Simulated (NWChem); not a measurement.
# sulfur hexafluoride (SF6); SMILES FS(F)(F)(F)(F)F

```xyz
7

F      0.7950     0.8045    -1.1042
S      0.0000     0.0000     0.0000
F      1.2181    -0.9959     0.1515
F     -0.6186    -0.9271    -1.1209
F     -1.2181     0.9959    -0.1515
F      0.6186     0.9271     1.1209
F     -0.7950    -0.8045     1.1042
```
Atoms are numbered in this order, from 1.

All runs: NWChem. Pople sets run with spherical d functions. Structure relaxed at the PBE0/def2-SVP level.

### Question
Order these runs by computing time, cheapest first, and give rough ratios: B3LYP/def2-SVP; B3LYP/6-31+G*; B3LYP/aug-cc-pVTZ; B3LYP/STO-3G.

### Answer
B3LYP/STO-3G (1), B3LYP/def2-SVP (3), B3LYP/6-31+G* (10), B3LYP/aug-cc-pVTZ (100). Ratios are rough, from one shared machine; the cheapest took very roughly 2.0 core-seconds. What differs between the cheapest and the dearest: highest occupied level (eV) -5.54 → -12.14; orbital gap (eV) 9.55 → 9.83.
